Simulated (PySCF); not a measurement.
This PySCF input asks for the NMR shieldings of SMILES C=CC#C[SiH2]S[SiH3], C4H8SSi2; the geometry comes from GFN2-xTB.

```python
import basis_set_exchange as bse
import numpy as np
from pyscf import gto, dft
from pyscf.prop import nmr

atoms = """
C    -4.332465    0.059508    0.268388
C    -3.260733   -0.724423    0.331082
C    -1.942493   -0.246028    0.201949
C    -0.805749    0.156544    0.093601
Si    0.927722    0.736401   -0.068007
S     2.135437   -1.050057    0.131411
Si    4.134292   -0.321809   -0.060837
H    -4.244937    1.121908    0.111809
H    -5.327961   -0.337448    0.369643
H    -3.351883   -1.792660    0.487047
H     1.175519    1.309728   -1.388777
H     1.286098    1.651742    1.012814
H     4.384221    0.648999    0.999436
H     4.940071   -1.520522    0.072676
H     4.278449    0.316104   -1.365238
"""
names = dict.fromkeys(["C", "Si", "S", "H"], "pcSseg-1")
basis = {el: gto.basis.parse(bse.get_basis(n, elements=[el], fmt="nwchem")) for el, n in names.items()}
mol = gto.M(atom=atoms, basis=basis, charge=0, verbose=0)
mf = dft.RKS(mol, xc="PBE0")
mf.grids.level = 2
mf.grids.alignment = dft.numint.BLKSIZE   # the property module wants whole blocks of grid points
mf.conv_tol = 1e-9
mf.kernel()

calc = nmr.RKS(mf)   # GIAO
C = mf.mo_coeff
Co = C[:, mf.mo_occ > 0]
resp = mf.gen_response(singlet=True, hermi=2)
def vind(x):   # induced exchange potential for any number of trial vectors
    d = np.einsum("pi,xij,qj->xpq", C, 2 * x.reshape(-1, C.shape[1], Co.shape[1]), Co, optimize=True)
    return np.einsum("xpq,pi,qj->xij", resp(d - d.transpose(0, 2, 1)), C, Co, optimize=True).ravel()
mo1, _ = nmr.rhf.solve_mo1(calc, with_cphf=vind)
sigma = calc.kernel(mo1)
for i, s in enumerate(sigma):   # ppm
    w = np.linalg.eigvalsh((s + s.T) / 2)
    print("%2d %-2s iso %8.1f  s11 %8.1f  s22 %8.1f  s33 %8.1f" % (i, mol.atom_pure_symbol(i), w.mean(), *w))
```

Q: What are the results?

A: 
```
 0 C  iso     47.0  s11    -81.0  s22     55.9  s33    166.2
 1 C  iso     62.6  s11    -49.6  s22     75.2  s33    162.1
 2 C  iso     70.4  s11    -30.3  s22    -27.7  s33    269.3
 3 C  iso     91.7  s11     20.8  s22     37.0  s33    217.4
 4 Si iso    402.8  s11    379.5  s22    386.2  s33    442.8
 5 S  iso    822.0  s11    766.7  s22    822.9  s33    876.3
 6 Si iso    410.4  s11    371.9  s22    401.2  s33    457.9
 7 H  iso     25.5  s11     21.4  s22     25.1  s33     30.0
 8 H  iso     25.7  s11     22.5  s22     25.5  s33     29.0
 9 H  iso     25.5  s11     22.7  s22     25.5  s33     28.4
10 H  iso     26.5  s11     22.4  s22     25.3  s33     31.9
11 H  iso     26.6  s11     22.4  s22     25.3  s33     31.9
12 H  iso     27.1  s11     23.1  s22     25.3  s33     33.1
13 H  iso     27.1  s11     23.2  s22     24.8  s33     33.3
14 H  iso     27.1  s11     23.1  s22     25.3  s33     33.1
```

These numbers come from an equivalent density-fitted implementation of the same equations, which agrees with the script to about 0.01 ppm for H and up to a few tenths of a ppm for heavy atoms, so last digits may differ.

Q: Turn these shieldings into chemical shifts. Shifts are taken against calculated references (same method and geometry level): ¹³C (σref 186.93), ²⁹Si (σref 349.16), ¹H (σref 31.72) against TMS; CS2 for ³³S (σref 503.73).

A: Averaging equivalent atoms: C 0: 139.9; C 1: 124.4; C 2: 116.5; C 3: 95.2; Si 4: -53.7; Si 6: -61.2; S 5: -318; H 7: 6.23; H 9: 6.19; H 8: 6.03; H 10/11: 5.17; H 12/13/14: 4.58 ppm. 

Size and cost of the density-fitted run: 180 basis functions, 19 s wall time on 1 thread of an Arm Neoverse V2, shared host; peak memory 0.8 GiB.
